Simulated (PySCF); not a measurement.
# SrF⁻ at RHF-MP2

Level: RHF-MP2. Sr def2-SVPD with ECP28, F def2-SVPD; scalar-relativistic core potentials (PySCF 2.14).

| Property | Result |
| --- | --- |
| state | ¹Σ⁺ (singlet), closed shell |
| bond length | 2.202 Å |
| harmonic wavenumber | 429 cm⁻¹ |
| force constant | 1.69 mdyn/Å |
| rotational constant Be | 0.2225 cm⁻¹ |
| anharmonicity ωexe | 2.45 cm⁻¹ |
| vibration–rotation constant αe | 0.00168 cm⁻¹ |
| well depth De to Sr + F⁻ | 289 kJ/mol |
| dissociation energy D0 | 286 kJ/mol |

Correlated steps freeze 1 core orbital. Correlated levels converge slowly with the basis: in double zeta they bind strong bonds too weakly, by up to about 1 eV, and carry superposition errors of some tenths. For an ion De counts to the pair picked by the measured ionisation energies or electron affinities, which need not be the lowest pair at this level.
